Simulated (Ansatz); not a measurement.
Z-matrix (Å, degrees):
```
C
C 1 1.3252
H 2 1.0834 1 121.47
H 2 1.0856 3 117.07 1 179.90
H 1 1.0867 2 120.38 3 1.05
C 1 1.4893 5 115.92 2 -178.51
H 6 1.0928 1 111.83 5 -175.39
H 6 1.0998 7 106.78 1 -121.39
S 6 1.7949 7 110.18 8 -111.97
```
Charge 0, spin multiplicity 2.

Level of theory: frozen-core CCSD(T)/cc-pVTZ // PBE0-D4/def2-TZVP (Ansatz, an electronic-structure program).

```json
{
  "HF energy": "-514.05677 Ha",
  "MP2 correlation energy": "-0.63955 Ha"
}
```

Question: Estimate the CCSD correlation energy, the (T) correction, the total energy and the T1 diagnostic.

Answer: 
```
Quantity                         Value
-----------------------  -------------
CCSD correlation energy    -0.68636 Ha
(T) correction             -0.03077 Ha
CCSD(T) total energy     -514.77389 Ha
T1 diagnostic                    0.014
```
